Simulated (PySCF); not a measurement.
Bonding in `CC(C)[C@H]1CC[CH2][AlH]1`

C₇H₁₅Al.
Atom-mapped SMILES: `[CH3:1][CH:2]([CH3:3])[C@H:4]1[CH2:5][CH2:6][CH2:7][AlH:8]1` (hydrogens: H9, H10, H11 on C1; H12 on C2; H13, H14, H15 on C3; H16 on C4; H17, H18 on C5; H19, H20 on C6; H21, H22 on C7; H23 on Al8)

Cartesian coordinates in Å at the PBE0-D3(BJ)/def2-SVP level; atoms count from 1:
```
atom  x, y, z in Å
C1    -2.3533   -0.6805    0.5061
C2    -1.4175    0.1149   -0.4034
C3    -2.0150    1.4850   -0.7074
C4    -0.0028    0.2407    0.1741
C5     0.7078   -1.0921    0.4853
C6     2.2023   -0.8866    0.7789
C7     2.8873   -0.0793   -0.3401
Al8    1.4416    1.1635   -0.8173
H9    -2.4492   -0.1870    1.4884
H10   -1.9859   -1.7027    0.6810
H11   -3.3631   -0.7600    0.0726
H12   -1.3445   -0.4393   -1.3600
H13   -2.0983    2.0856    0.2143
H14   -3.0250    1.4005   -1.1385
H15   -1.3936    2.0551   -1.4168
H16   -0.0859    0.8024    1.1330
H17    0.2354   -1.6265    1.3283
H18    0.6074   -1.7635   -0.3902
H19    2.2941   -0.3358    1.7334
H20    2.6894   -1.8627    0.9489
H21    3.0901   -0.7349   -1.2102
H22    3.8637    0.3317   -0.0398
H23    1.4562    2.4834   -1.7121
```

Bond orders from the PBE0/pcSseg-1 density (PySCF). The structure is a single PBE0-D3(BJ)/def2-SVP conformer in the gas phase; no vibrational or solvent corrections.

Where do the orders between heavy atoms depart from those drawn in the SMILES?

The largest departure is 0.163, at Al8–C4 (drawn single, 0.837). Drawn single, order below 0.88: C7–Al8 (0.871) and Al8–C4 (0.837).

Set the Mayer orders of the bonds between heavy atoms beside their lengths.

```csv
bond,drawn as,length (Å),Mayer order
C1–C2,single,1.528,1.023
C2–C3,single,1.525,1.044
C2–C4,single,1.533,0.978
C4–C5,single,1.542,0.989
C5–C6,single,1.537,1.036
C6–C7,single,1.541,1.008
C7–Al8,single,1.965,0.871
Al8–C4,single,1.980,0.837
```

Bonds between the same two heavy elements. C–C: lowest C2–C4 (0.978, 1.533 Å), highest C2–C3 (1.044, 1.525 Å); in 2 of the 15 pairs the longer bond (by over 0.003 Å) has the higher order (by 0.02 or more). Al–C: lowest Al8–C4 (0.837, 1.980 Å), highest C7–Al8 (0.871, 1.965 Å).

And the bonds to hydrogen?

C–H: 0.91 to 0.96 (14 bonds); Al–H: 0.90 (1 bond).

Sum the orders of all bonds at each heavy atom with more than one neighbour and set the sums beside the valence in the SMILES.

C1 3.917 (drawn 4), C2 3.985 (drawn 4), C3 3.926 (drawn 4), C4 3.718 (drawn 4), C5 3.914 (drawn 4), C6 3.950 (drawn 4), C7 3.774 (drawn 4), Al8 2.610 (drawn 3). Orders between atoms that aren't bonded are not in these sums.

For a closed shell the Mayer order of atoms A and B is Σ (PS)μν (PS)νμ over the basis functions μ on A and ν on B, with P the density and S the overlap matrix.

These values come from a run that also computed NMR shieldings. Time: 80 s of wall time; peak memory 1.0 GiB. Hardware: Arm Neoverse N1, one thread, on a shared host.
